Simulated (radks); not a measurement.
Problem. The mean radii <r> (bohr) of the occupied orbitals of an atom or ion are listed with their occupations. Calculated with a radial shooting solver on a logarithmic mesh with Libxc functionals: scalar-relativistic Kohn-Sham, LDA (Slater exchange, Perdew-Wang correlation), spin-unpolarised, spherical densities, finite nucleus; Fermi nuclear charge, rms radius of each element as measured or else 0.836 A^(1/3) + 0.57 fm.

orbital  occ.     <r>
1s          2  0.1039
2s          2  0.5213
2p          6  0.4850
3s          2   1.741
3p          1   1.965

Name the element and its charge.

Solution. Z = 15, phosphorus, charge +2: P2+ in [Ne] 3s2 3p1. The 1s radius gives Z: for a bare nucleus <r> = (2 gamma + 1)/(2Z) with gamma = sqrt(1 - (Z/c)^2), 0.0996 bohr for Z = 15, and screening makes it slightly larger (0.1039 here). The occupations add up to 13, and the charge is Z minus that.
